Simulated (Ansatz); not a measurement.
One change: `N[SiH2][NH][InH2]` becomes `CN[SiH2]N`.

Ansatz, PBE0-D4/def2-TZVP geometries, multiplicity 1. Each molecule was computed in one conformer, which needn't be the lowest.

Elements past krypton have def2 core potentials.

```csv
property,`N[SiH2][NH][InH2]`
LUMO energy (ωB97M-V/def2-TZVPP) / eV,0.54
LUMO energy (PBE0/def2-TZVPP) / eV,-0.72
HOMO–LUMO gap (PBE/def2-TZVPP) / eV,3.79
HOMO–LUMO gap (B3LYP/def2-TZVPP) / eV,5.33
LUMO energy (PBE/def2-TZVPP) / eV,-1.44
"ideal-gas entropy at 298 K and 1 bar (rigid rotor, harmonic PBE0-D4/def2-TZVP) / J/(mol·K)",360
```

(1) What does the change do to each property? (An estimate is asked.)

Answers

(1) Ansatz gave: 
| property | `CN[SiH2]N` | shift |
| --- | --- | --- |
| LUMO energy (ωB97M-V/def2-TZVPP) / eV | 2.37 | 1.83 |
| LUMO energy (PBE0/def2-TZVPP) / eV | 0.91 | 1.63 |
| HOMO–LUMO gap (PBE/def2-TZVPP) / eV | 5.36 | 1.57 |
| HOMO–LUMO gap (B3LYP/def2-TZVPP) / eV | 7.02 | 1.69 |
| LUMO energy (PBE/def2-TZVPP) / eV | 0.09 | 1.53 |
| ideal-gas entropy at 298 K and 1 bar (rigid rotor, harmonic PBE0-D4/def2-TZVP) / J/(mol·K) | 331 | -29 |

With PBE0 the HOMO falls by 0.10 eV and the LUMO rises by 1.63 eV, so the gap widens by about 1.73 eV. PBE moves the HOMO by -0.04 eV and ωB97M-V by -0.17 eV. The zero-point energy changes by 68.4 kJ/mol with +3 modes. Modes under 60 cm⁻¹, often nearly free rotors, make the harmonic entropy too high.

B3LYP here is the variant with VWN-RPA as its local correlation; programs differ in this.
